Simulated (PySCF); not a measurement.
# How methods differ on the ionisation energy of Ge⁺

Ge⁺ [Ar] 3d10 4s2 4p1 (2P) → Ge²⁺ [Ar] 3d10 4s2 (1S), as a difference of total energies. Calculation: PySCF 2.14, in aug-cc-pVQZ-DK (8s7p5d3f2g, 93 functions); the spin-free X2C one-electron Hamiltonian (Gaussian nucleus). Correlated levels: valence: [Ar] 3d10 frozen. The calculations carry no spin-orbit coupling.

**Question.** Order these methods by the ionisation energy they give, lowest first.
A. r2SCAN
B. LDA
C. LC-wPBE
D. B2PLYP

**Answer.** D (15.675 eV), B (15.890 eV), C (15.940 eV), A (15.970 eV).

Errors of the correlated levels include the incompleteness of this basis and the frozen core.

For comparison: 15.789 eV (measured; NIST levels, between the centres of gravity of the two terms).
